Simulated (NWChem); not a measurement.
CdH2; SMILES [CdH2]

```xyz
3

Cd     0.0000     0.0000     0.0000
H      0.0000     0.0000    -1.6798
H      0.0000     0.0000     1.6798
```
Atoms are numbered in this order, from 1.

Computed with NWChem. Geometry: optimised at PBE0/def2-SVP. def2 effective core potentials on Cd; no spin-orbit coupling. B3LYP is NWChem's, with the RPA form of VWN correlation. Vertical excitations in the gas phase; the lowest state need not have the same character in each row.

| level | lowest excitation, singlet (eV) | oscillator strength of that lowest state | lowest state with f > 0.02, singlet (eV) | oscillator strength of that bright state | orbital gap (eV) |
|---|---|---|---|---|---|
| PBE/def2-SVPD, full TDDFT | 5.39 | 0.000 | 7.39 | 0.347 | 5.26 |
| B3LYP/def2-SVPD, full TDDFT | 5.58 | 0.000 | 7.64 | 0.380 | 6.60 |
| LRC-wPBEh/def2-SVPD, full TDDFT | 5.80 | 0.000 | 7.85 | 0.442 | 10.37 |
| PBE0/def2-SVPD, full TDDFT | 5.72 | 0.000 | 7.70 | 0.403 | 7.05 |
